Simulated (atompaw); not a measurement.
Reading a pseudo-wave (Tm)

Columns: radius, all-electron u(r) and pseudo u(r) of the 5s shell (level -54.38 eV) of thulium in the configuration [Kr] 4d10 4f13 5s2 5p6 5d0 6s1.5 6p0.5; LDA (PW92), scalar-relativistic, PAW (atompaw) scheme, atompaw 4.2.0.5.

| r (bohr) | all-electron | pseudo |
| --- | --- | --- |
| 0.079 | -0.1537 | 0.1777 |
| 0.158 | 0.3811 | 0.3512 |
| 0.237 | 0.0829 | 0.5166 |
| 0.315 | -0.3823 | 0.6683 |
| 0.394 | -0.5648 | 0.8071 |
| 0.473 | -0.4462 | 0.9280 |
| 0.552 | -0.1608 | 1.0290 |
| 0.631 | 0.1700 | 1.1088 |
| 0.710 | 0.4731 | 1.1664 |
| 0.788 | 0.7129 | 1.2018 |
| 0.867 | 0.8870 | 1.2164 |
| 0.946 | 0.9964 | 1.2111 |
| 1.025 | 1.0513 | 1.1876 |
| 1.104 | 1.0631 | 1.1485 |
| 1.183 | 1.0430 | 1.0963 |
| 1.262 | 1.0004 | 1.0340 |
| 1.340 | 0.9437 | 0.9653 |
| 1.419 | 0.8775 | 0.8914 |
| 1.498 | 0.8070 | 0.8157 |
| 1.577 | 0.7355 | 0.7405 |
| 1.656 | 0.6653 | 0.6678 |
| 1.735 | 0.5982 | 0.5991 |
| 1.813 | 0.5357 | 0.5359 |
| 1.892 | 0.4769 | 0.4769 |
| 1.971 | 0.4230 | 0.4230 |
| 2.050 | 0.3739 | 0.3739 |

How many radial nodes do the two functions have?

The all-electron 5s function has n − l − 1 = 4 (the table is too coarse to show those close to the nucleus); the pseudo-wave has 0, since the states of the same l below it are removed with the core.

Is the pseudo-wave norm-conserving?

No, it belongs to a PAW set: the norm inside the radius is not constrained, and the difference is carried by the augmentation charge.
